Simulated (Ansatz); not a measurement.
A nudged elastic band was laid between two geometries of CH$_{2}$O$_{2}$Se (6 atoms, charge 0, multiplicity 1).

The calculation used RKS B3LYP/def2-SVP in Ansatz 0.2.0.

```json
{
  "movable images": "5",
  "climbing image": "yes",
  "spring": "5.0 eV/Å²",
  "optimiser": "quadratic models (default)",
  "start path": "through a guess of the saddle point",
  "force threshold": "0.05 eV/Å",
  "iteration limit": "60",
  "end points": "relaxed"
}
```

First end point:

```xyz
6
Properties=species:S:1:pos:R:3
O 0.502 1.128 -0.443
C 0.002 -0.016 -0.012
O 0.481 -0.286 1.188
Se -1.163 -1.053 -0.926
H 0.129 1.293 -1.325
H 0.092 -1.130 1.472
```

Last end point:

```xyz
6
Properties=species:S:1:pos:R:3
O 0.470 0.906 -0.241
C -0.182 -0.247 -0.074
O 0.102 -0.795 1.094
Se -1.299 -0.961 -1.284
H 0.221 1.257 -1.113
H 0.730 -0.225 1.573
```

Which bonds break or form, and what moves?

No bond is made or broken. The dihedral Se4–C2–O3–H6 goes from 0 to 180°.

What energy profile does the band end with?

The run converged. The highest image is number 3 of 0 to 6, 0.54 eV above the first end and 0.40 eV above the last; the last end lies 0.14 eV above the first. A vibrational analysis at the climbing image gives one clearly imaginary mode, 599i cm⁻¹: a first-order saddle point.

```json
{"image": "0", "path coordinate (Å)": "0.00", "energy (eV)": "0.00", "dihedral Se4–C2–O3–H6 (°)": "0"}
{"image": "1", "path coordinate (Å)": "0.34", "energy (eV)": "0.14", "dihedral Se4–C2–O3–H6 (°)": "29"}
{"image": "2", "path coordinate (Å)": "0.67", "energy (eV)": "0.41", "dihedral Se4–C2–O3–H6 (°)": "62"}
{"image": "3", "path coordinate (Å)": "1.01", "energy (eV)": "0.54", "dihedral Se4–C2–O3–H6 (°)": "94"}
{"image": "4", "path coordinate (Å)": "1.32", "energy (eV)": "0.44", "dihedral Se4–C2–O3–H6 (°)": "123"}
{"image": "5", "path coordinate (Å)": "1.64", "energy (eV)": "0.24", "dihedral Se4–C2–O3–H6 (°)": "151"}
{"image": "6", "path coordinate (Å)": "1.96", "energy (eV)": "0.14", "dihedral Se4–C2–O3–H6 (°)": "180"}
```

What is the geometry of the highest image?


```xyz
6
Properties=species:S:1:pos:R:3
O 0.514 1.009 -0.361
C -0.197 -0.055 -0.002
O -0.019 -0.340 1.294
Se -1.301 -0.933 -1.110
H 0.310 1.189 -1.296
H 0.734 -0.935 1.430
```

What are the harmonic wavenumbers there?

599i, 362, 427, 563, 671, 733, 1073, 1160, 1331, 1427, 3732, 3796 cm⁻¹.

The band took 8 iterations and of the order of 2.1 core-minutes.

The run took 2.1 min on 1 thread of Arm Neoverse V1, with other jobs on the host, peak memory 0.18 GiB.
